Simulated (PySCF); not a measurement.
AuCl, SMILES [Cl][Au], multiplicity 1. Coordinates come from a B3LYP-D3(BJ)/def2-TZVPD optimisation. The spin state was assumed, not searched. The def2 effective core potentials stand for the cores of Au; spin–orbit coupling is left out.

Calculation: B3LYP-D3(BJ)/def2-TZVPD (PySCF).

Harmonic wavenumbers (cm⁻¹): 347. Rotational constants (GHz): 3.312 (linear); symmetry number 1.

Q: Work out the zero-point energy and the ideal-gas rigid-rotor harmonic-oscillator thermochemistry at 298.15 K and 1 atm.

A: ZPE = ½ Σ hcν = ½ × 347 cm⁻¹ = 2.08 kJ/mol. H − E(el) = 11.71 kJ/mol. Entropy in J/(mol K): translation 176.70, rotation 70.98, vibration 4.93, total 252.61. G − E(el) = -63.61 kJ/mol. Cp = 35.72 J/(mol K).
